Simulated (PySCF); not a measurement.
**Correlation energy of Zr (zirconium, neutral)**

[Kr] 4d2 5s2, high-spin 3F determinant. All numbers are calculated (PySCF 2.14, scalar relativity through the core potential, in def2-QZVPPD with the def2 core potential (28 electrons)). Frozen: 4s2 4p6; 4 electrons correlated.

```
  level  correlation energy (mhartree)
   CCSD                         -58.36
    (T)                          -3.16
CCSD(T)                         -61.52
```

Diagnostics: T1 = 0.029, D1 = 0.0715, largest double amplitude 0.073.

Question: Is a single reference adequate?

Answer: Mostly. T1 lies below 0.03, but a double amplitude of this size points to a near-degeneracy that CCSD handles and MP2 describes poorly.
